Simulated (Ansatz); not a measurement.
A trace of molecular dynamics of CH$_{5}$BClN (9 atoms, charge 0, multiplicity 1).

Level of theory: RKS PBE0-D4/def2-SVP in Ansatz.

```
ensemble                      : NVE (velocity Verlet)
starting velocities drawn for : 500 K
seed                          : 167579
```

| time (fs) | T (K) | potential energy less start (eV) | conserved less start (meV/atom) |
| --- | --- | --- | --- |
| 0.0 | 500 | 0.000 | 0.00 |
| 20.0 | 1685497845 | 30.547 | 169455804.69 |
| 40.0 | 1685502432 | 34.873 | 169456746.54 |
| 60.0 | 1685873724 | 37.095 | 169494321.43 |
| 80.0 | 1689632147 | 47.513 | 169873334.04 |
| 100.0 | 1689627297 | 52.303 | 169873378.80 |
| 120.0 | 1689626816 | 52.723 | 169873377.01 |
| 140.0 | 1689626718 | 52.811 | 169873376.98 |
| 160.0 | 1689626668 | 52.857 | 169873376.97 |
| 180.0 | 1689626636 | 52.885 | 169873376.97 |
| 200.0 | 1689626615 | 52.904 | 169873376.97 |
| 220.0 | 1689626599 | 52.918 | 169873376.97 |
| 240.0 | 1689626588 | 52.929 | 169873376.97 |
| 260.0 | 1689626579 | 52.937 | 169873376.97 |
| 280.0 | 1689626571 | 52.944 | 169873376.97 |
| 300.0 | 1689626565 | 52.949 | 169873376.97 |
| 320.0 | 1689626560 | 52.954 | 169873376.97 |
| 340.0 | 1689626556 | 52.958 | 169873376.97 |
| 360.0 | 1689626552 | 52.961 | 169873376.97 |
| 380.0 | 1689626549 | 52.964 | 169873376.97 |
| 400.0 | 1689626546 | 52.967 | 169873376.97 |
| 420.0 | 1689626543 | 52.969 | 169873376.97 |
| 440.0 | 1689626541 | 52.971 | 169873376.97 |
| 460.0 | 1689626539 | 52.973 | 169873376.97 |
| 480.0 | 1689626537 | 52.974 | 169873376.97 |

Is this trajectory sound?

The conserved energy changed by up to 1.7e+08 meV per atom, so the integration failed: the time step of 4 fs is too long for the fastest motions that this run met, and the later frames carry no physical meaning.

The run took 12 min on 1 thread of Arm Neoverse N1, on a shared host, peak memory 0.18 GiB.
